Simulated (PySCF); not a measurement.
**[C6H9NO2]-: g tensor and hyperfine couplings**

C₆H₉NO₂ (charge -1 and doublet state).
Geometry (GFN2-xTB, Å), atoms numbered from 1 in this order:
```
atom  x, y, z in Å
N1    -1.5638    1.2149   -0.1388
C2    -2.1000    0.0535    0.2865
O3    -2.9973   -0.0456    1.1183
C4    -1.4698   -1.1390   -0.4110
C5     0.0650   -1.1177   -0.2377
C6     0.6905    0.0826   -0.8950
C7     1.8406    0.7425   -0.4237
C8     2.4373    0.6503    0.8341
O9     3.4450    1.2920    1.2201
H10   -0.5340    1.0466   -0.4860
H11   -1.7670    2.0278    0.4284
H12   -1.8935   -2.0565    0.0034
H13   -1.7067   -1.0943   -1.4777
H14    0.2981   -1.1234    0.8286
H15    0.4606   -2.0515   -0.6648
H16    0.5224    0.1291   -1.9701
H17    2.2884    1.4652   -1.0994
H18    1.9754   -0.0704    1.5464
```

The hyperfine couplings belong to this conformer and change with its torsions.

Identity: `N[C]([O-])CC/C=C\C=O` [radical] (charge -1).

Computed with UKS B3LYP, pcH-1 on C H N O, non-relativistic, mean-field spin-orbit, GIAO (PySCF). Whether the extra electron is bound in the gas phase wasn't checked; a finite basis holds it in any case. The geometry wasn't refined by DFT: couplings that depend on bond lengths, twists or pyramidal angles can differ widely from those at the functional's own minimum, by a factor of two or more for some ions and for spin on atoms past the first row. The frame is twisted about the C6–C7 bond at this geometry (dihedral C5–C6–C7–C8 = -16°); couplings at other torsion angles weren't computed. No stability test was run, so a lower SCF solution isn't excluded.

| Property | Result |
| --- | --- |
| g1, g2, g3 | 2.00213, 2.00445, 2.00556 |
| g_iso | 2.00405 |
| Form of g | rhombic: the two nearest values differ by 32 % of g3 − g1 |
| ⟨S²⟩ | 0.7572 (exact 0.7500) |
| α and β electrons | 35, 34 |
| Total energy | -439.29334 Eh |
| Basis functions | 315 |

Isotropic coupling and dipolar principal values T1 to T3, in MHz:

```json
{"atom": "N1", "isotope": "14N", "a_iso": "32.7", "T1": "-2.6", "T2": "-2.3", "T3": "5.0", "Mulliken spin population": "0.04"}
{"atom": "C2", "isotope": "13C", "a_iso": "-2.4", "T1": "-0.9", "T2": "0.3", "T3": "0.5", "Mulliken spin population": "0.00"}
{"atom": "O3", "isotope": "17O", "a_iso": "-2.4", "T1": "-3.6", "T2": "1.6", "T3": "2.1", "Mulliken spin population": "0.01"}
{"atom": "C4", "isotope": "13C", "a_iso": "8.0", "T1": "-1.2", "T2": "-0.3", "T3": "1.5", "Mulliken spin population": "0.01"}
{"atom": "C5", "isotope": "13C", "a_iso": "-9.5", "T1": "-1.6", "T2": "-1.0", "T3": "2.6", "Mulliken spin population": "-0.02"}
{"atom": "C6", "isotope": "13C", "a_iso": "59.3", "T1": "-35.6", "T2": "-34.5", "T3": "70.1", "Mulliken spin population": "0.38"}
{"atom": "C7", "isotope": "13C", "a_iso": "-3.0", "T1": "-16.0", "T2": "-13.2", "T3": "29.2", "Mulliken spin population": "0.16"}
{"atom": "C8", "isotope": "13C", "a_iso": "-5.7", "T1": "-13.3", "T2": "-9.3", "T3": "22.5", "Mulliken spin population": "0.13"}
{"atom": "O9", "isotope": "17O", "a_iso": "-22.2", "T1": "-88.3", "T2": "43.5", "T3": "44.7", "Mulliken spin population": "0.26"}
{"atom": "H10", "isotope": "1H", "a_iso": "8.9", "T1": "-20.5", "T2": "-19.4", "T3": "39.9", "Mulliken spin population": "0.01"}
{"atom": "H11", "isotope": "1H", "a_iso": "11.9", "T1": "-4.0", "T2": "-0.9", "T3": "4.9", "Mulliken spin population": "0.01"}
{"atom": "H12", "isotope": "1H", "a_iso": "-1.1", "T1": "-1.4", "T2": "-0.8", "T3": "2.2", "Mulliken spin population": "0.00"}
{"atom": "H13", "isotope": "1H", "a_iso": "-0.3", "T1": "-1.9", "T2": "-1.5", "T3": "3.3", "Mulliken spin population": "0.00"}
{"atom": "H14", "isotope": "1H", "a_iso": "3.6", "T1": "-2.6", "T2": "-2.1", "T3": "4.7", "Mulliken spin population": "0.00"}
{"atom": "H15", "isotope": "1H", "a_iso": "42.3", "T1": "-2.5", "T2": "-2.1", "T3": "4.6", "Mulliken spin population": "0.03"}
{"atom": "H16", "isotope": "1H", "a_iso": "-7.6", "T1": "-16.8", "T2": "-1.0", "T3": "17.9", "Mulliken spin population": "-0.01"}
{"atom": "H17", "isotope": "1H", "a_iso": "-11.0", "T1": "-6.1", "T2": "-2.8", "T3": "8.9", "Mulliken spin population": "-0.01"}
{"atom": "H18", "isotope": "1H", "a_iso": "-12.1", "T1": "-5.1", "T2": "-3.4", "T3": "8.5", "Mulliken spin population": "-0.01"}
```

The Mulliken spin populations are largest on C6 (+0.38), O9 (+0.26), C7 (+0.16) and C8 (+0.13). Three atoms exceed +0.15.

C2, the radical centre as drawn in `N[C]([O-])CC/C=C\C=O`, holds a spin population of 0.00 out of 1.

Axes: g2 points within 10° of the C7–H17 bond.

Under fast tumbling the dipolar parts average out, and these isotropic splittings remain: 1 × 14N (N1, I = 1, 3 lines) with 1.17 mT, 2 × 1H (H14/H15, I = 1/2, 3 lines) with 0.82 mT, 1 × 1H (H18, I = 1/2, 2 lines) with 0.43 mT, 1 × 1H (H17, I = 1/2, 2 lines) with 0.39 mT, 2 × 1H (H10/H11, I = 1/2, 3 lines) with 0.37 mT and 1 × 1H (H16, I = 1/2, 2 lines) with 0.27 mT.

Means are taken over nuclei equivalent by connectivity, which assumes that they swap fast. The 1H value of +22.9 MHz is a mean of couplings from 3.6 to 42.3 MHz in this one geometry, not an average over conformers.

The 13C coupling of C6 (59.3 MHz) shows only in satellite lines or after enrichment, since that isotope makes up about 1.07 % of natural carbon.

The 17O coupling of O9 (-22.2 MHz) shows only in satellite lines or after enrichment, since that isotope makes up about 0.038 % of natural oxygen.

The spin density at the nucleus, in bohr⁻³, is negative for C5 (-0.0085), C8 (-0.0051) and H18 (-0.0027), for instance. A restricted open-shell determinant has no negative spin density anywhere; here it arises because α and β orbitals differ (spin polarisation).

The run took 1.8 min (grids of density and orbitals included) on one thread of an Arm Neoverse V1, shared host with 32 logical CPUs at a one-minute load of 16, and the process peaked at 1.2 GiB of memory.
